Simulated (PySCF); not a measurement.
C8H7OP.
Cartesian coordinates in Å at the PBE0-D3(BJ)/def2-SVP level; atoms count from 1:
```xyz
17
C8H7OP angstrom
C      4.231   -0.760    0.413
C      2.773   -0.972    0.585
O      2.058    0.166    0.711
C      0.736   -0.080    0.862
C     -0.207    0.934    1.005
C     -1.535    0.556    1.150
C     -1.904   -0.800    1.152
C     -0.949   -1.798    1.008
C      0.401   -1.444    0.859
P      1.886   -2.438    0.647
H      4.648   -0.211    1.274
H      4.754   -1.720    0.321
H      4.433   -0.159   -0.489
H      0.102    1.981    1.000
H     -2.303    1.324    1.264
H     -2.956   -1.070    1.268
H     -1.245   -2.850    1.010
```

The closed-shell ground state was solved at several levels (PySCF, density fitting, gas phase, non-relativistic).

```tsv
level	basis functions	total energy (Eh)	HOMO (eV)	LUMO (eV)	gap (eV)	dipole (D)
wB97X-D/pcSseg-1	212	-725.4353	-8.08	0.47	8.55	1.06
PBE0/def2-SVPD	263	-724.7048	-6.37	-1.19	5.18	1.06
```

(1) What might PBE0/pcSseg-1 (212 basis functions) give for the same quantities?

(2) Over all these levels, which gives the widest orbital gap and which the narrowest?

(3) How far do the dipole and the HOMO energy spread over the levels?

## Answers

(1) Total energy -725.0052 Eh, HOMO -6.39 eV, LUMO -1.19 eV, gap 5.20 eV, dipole 1.05 D.

(2) wB97X-D/pcSseg-1 (range-separated hybrid) has the widest, 8.55 eV, and PBE0/def2-SVPD (global hybrid, 25 % exact exchange) the narrowest, 5.18 eV. Functional and basis both differ between the two, so the spread mixes both effects.

(3) The dipole runs from 1.05 to 1.06 D (mean 1.06 D) and the HOMO from -8.08 to -6.37 eV.

wB97X-D is run here without its empirical dispersion term; that term would change no orbital, density or response property at a fixed geometry.
